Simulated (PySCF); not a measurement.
# What a mistake does to a calculation on Al2H6N2

These are calculations, not measurements. The program is PySCF 2.14.0, an open-source quantum chemistry code, run on an isolated molecule that a program drew, which may never have been made. The molecule is Al2H6N2 (charge 0, singlet), drawn as the SMILES string `[NH2][AlH][NH][AlH2]`.

Each row is a Hartree-Fock (HF) and frozen-core CCSD(T) single point in the cc-pV(D+d)Z basis, meant for a local HF minimum. Run 1 is clean. Each other run has one planted mistake out of seven kinds, and not every kind appears here: one electron removed, one electron added, multiplicity raised by two, geometry at a saddle point, minimal basis STO-3G, one bond length entered in bohr, all coordinates scaled. The reference is restricted for singlets and unrestricted otherwise, and also for a bond in bohr. Adding or removing an electron swaps singlet and doublet. Electrons count all cores. HOMO and LUMO are orbital energies over both spins, the gradient is its largest component, and the lowest frequency (negative if imaginary) is given only where the gradient is small. Bond lengths are over the 9 bonds as drawn. T1 is the CCSD diagnostic: over 0.02 (restricted) or 0.045 (unrestricted) a single reference is doubtful.

Geometry of the clean run:
```xyz
10
Al2H6N2, angstrom
N    -0.0360    1.4980   -0.4219
Al   -0.1434    0.2847   -1.6973
N    -1.3785   -1.0104   -1.6094
Al   -2.6402   -1.3805   -0.4108
H     0.6295    2.2479   -0.4134
H    -0.6160    1.5550    0.3941
H     0.8592    0.3537   -2.9139
H    -1.3472   -1.6473   -2.3919
H    -3.5959   -2.6216   -0.6222
H    -2.7703   -0.4398    0.8532
```

```
run,electrons,basis functions,<S^2>,HOMO (eV),LUMO (eV),gradient (hartree/bohr),lowest frequency (cm^-1),mean bond (Å),longest bond (Å),T1,HF (hartree),CCSD(T) (hartree),mistake
1,46,104,0.000,-10.39,1.94,2.9e-05,107,1.4543,1.792,0.0139,-596.33866,-596.87077,no fault
2,46,104,0.000,-10.14,1.77,3.5e-02,-,1.5285,1.883,0.0160,-596.31659,-596.85809,all coordinates scaled
3,46,34,0.000,-6.88,9.60,3.6e-02,-,1.4543,1.792,0.0184,-589.08648,-589.28815,minimal basis STO-3G
4,46,104,0.755,-10.28,1.84,1.8e-02,-,1.5541,1.908,0.0575,-596.20294,-596.73032,one bond length entered in bohr
5,45,104,0.759,-15.00,-6.43,8.3e-02,-,1.4543,1.792,0.0486,-596.03804,-596.53177,?
```

**Which mistake was planted in run 5, and what did it cost?**

It counts 45 electrons, one fewer than the clean run, at the same geometry and basis. So the mistake is: one electron removed. Subtracting run 1 and multiplying by 627.51 kcal/mol a hartree, the energy moved by 188.6 kcal/mol in HF and 212.7 kcal/mol in CCSD(T).

Cautions from the logs. Run 4: T1 is over the limit, so its CCSD(T) energy is less reliable; run 5: T1 is over the limit, so its CCSD(T) energy is less reliable.
